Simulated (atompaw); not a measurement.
**iron (Fe): one change to a PAW (atompaw) potential, before and after**

```
Element                 : Fe (Z = 26)
Generator               : atompaw 4.2.0.5
Type                    : PAW
Functional              : PBEsol
Relativity              : scalar-relativistic
Frozen core             : [Ar]
Valence charge          : 8
Reference configuration : 3d6 4s1.5 4p0.5
Partial waves           : 4s (bound): rc 2.30 bohr; 4s channel at 0.15 Ry: rc 2.30 bohr; 4p (bound): rc 2.30 bohr; 4p channel at 1.75 Ry: rc 2.30 bohr; 3d (bound): rc 1.60 bohr; 3d channel at 2.35 Ry: rc 1.60 bohr
Local potential         : bessel scheme, radius 2.00 bohr
Core correction         : smooth core density matched at 1.65 bohr
Augmentation charge     : besselshape compensation charge, radius 2.15 bohr; PAW radius 2.30 bohr; waves and projectors: custom polynom vanderbiltortho
```

Change: all radii scaled by about 0.78 (s 1.80, p 1.80, d 1.26 bohr); local potential bessel scheme, radius 1.56 bohr; augmentation besselshape compensation charge, radius 1.68 bohr; PAW radius 1.80 bohr; waves and projectors: custom polynom vanderbiltortho; core correction smooth core density matched at 1.30 bohr.

Cutoffs: the cutoffs (Ry, on a coarse ladder) from which the occupation-weighted sum of valence levels, in a spherical-Bessel basis at the reference potential, stays within 10 and 1 mRy of its value at 400 Ry; they do not see the model core or the augmentation charge, which bear on the density cutoff.

Task: What does the change do?

Result: The potential gets harder (50 Ry and 70 Ry → 90 Ry and 120 Ry); a bound ghost appears in p, s, which as a rule spoils a file. A smaller radius makes the pseudo-wave follow the all-electron one further in, where it bends more sharply, so more plane waves are needed.

| quantity | base | changed |
| --- | --- | --- |
| cutoff, loose | 50 Ry | 90 Ry |
| cutoff, tight | 70 Ry | 120 Ry |
| loose cutoff by channel (10 mRy a level) | s 6 Ry, p 6 Ry, d 35 Ry | s 12 Ry, p 15 Ry, d 50 Ry |
| bound ghosts | none | s, p |
| lowest overlap eigenvalue by channel | s 0.33, p 0.51, d 0.98 | s 0.60, p 0.74, d 0.99 |

 A true bound ghost makes a file unfit for plane-wave use even where its test errors are small: the radial tests pick states by their node count and pass the ghost by. The cutoffs see the waves, projectors and local potential, not the compensation charge or the core.
